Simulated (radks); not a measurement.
Values are calculated unless marked as measured or tabulated.
Problem. All-electron atom: Au V in [Xe] 4f14 5d7 (the NIST ground configuration). Code: a radial shooting solver on a logarithmic mesh with Libxc functionals. Model: scalar-relativistic Kohn-Sham, RPBE, spin-unpolarised, spherical densities, point nucleus. Some entries of the table are withheld. Estimate them.

orbital  occ.  eigenvalue (hartree)  <1/r> (bohr^-1)  <r^2> (bohr^2)
1s          2             -2970.977            95.84       0.0003929
2s          2             -525.7999            22.47        0.005991
2p          6             -454.7089            19.97        0.005047
3s          2             -125.5907            8.327         0.03864
3p          6                   (1)            7.593         0.03974
3d         10             -82.99097            7.145         0.03292
4s          2             -28.78321            3.568          0.1869
4p          6             -22.02514            3.221             (2)
4d         10             -13.91988            2.887          0.2426
5s          2              -5.89624            1.468          0.9507
4f         14              -4.92073            2.465          0.3000
5p          6              -4.08483              (3)           1.252
5d          7              -2.01783           0.9379           2.190

Solution. 
(1) 3p eigenvalue (hartree): -104.9756
(2) 4p <r^2> (bohr^2): 0.2135
(3) 5p <1/r> (bohr^-1): 1.256
